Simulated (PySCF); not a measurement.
# Electron correlation in Ce³⁺ (cerium, charge +3)

Starting occupation: [Xe] 4f1, 4f7/2 with m_j = +7/2. Calculation: PySCF 2.14, in x2c-TZVPPall-2c (11s11p10d4f2g, 140 functions); X2C-1e with screened-nucleus spin-orbit coupling, Gaussian nucleus. Frozen: [Ar] 3d10; 27 electrons correlated; the 18 highest virtual spinors left out.

MP2 pair energies summed by pair of shells (mhartree):

```tsv
pair	energy	share (%)
4d3/2-4d5/2	-156.26	15.9
4d5/2-4d5/2	-104.05	10.6
4d5/2-5p3/2	-62.99	6.4
5p3/2-5p3/2	-56.85	5.8
5p1/2-5p3/2	-53.97	5.5
4d3/2-4d3/2	-53.73	5.5
4d3/2-5p3/2	-43.83	4.5
4d5/2-4p3/2	-40.71	4.1
4d5/2-5p1/2	-33.18	3.4
4d3/2-4p3/2	-27.97	2.8
4d5/2-4f7/2	-26.68	2.7
5p3/2-5s1/2	-24.83	2.5
4d3/2-5p1/2	-24.36	2.5
4d5/2-5s1/2	-23.02	2.3
4d5/2-4p1/2	-20.74	2.1
4f7/2-5p3/2	-17.18	1.7
4d3/2-4f7/2	-16.84	1.7
4d3/2-5s1/2	-15.78	1.6
4d5/2-4s1/2	-14.74	1.5
4p3/2-4p3/2	-14.69	1.5
5p1/2-5p1/2	-14.45	1.5
4p1/2-4p3/2	-14.20	1.4
4d3/2-4p1/2	-14.09	1.4
5p1/2-5s1/2	-12.76	1.3
4d3/2-4s1/2	-9.96	1.0
4p3/2-4s1/2	-8.61	0.9
4f7/2-5p1/2	-8.47	0.9
4p3/2-5p3/2	-8.47	0.9
4p3/2-5s1/2	-6.91	0.7
5s1/2-5s1/2	-6.78	0.7
```

Total MP2 correlation energy: -982.14 mhartree.

This basis was not built for core-valence correlation, so the inner-shell part is incomplete.
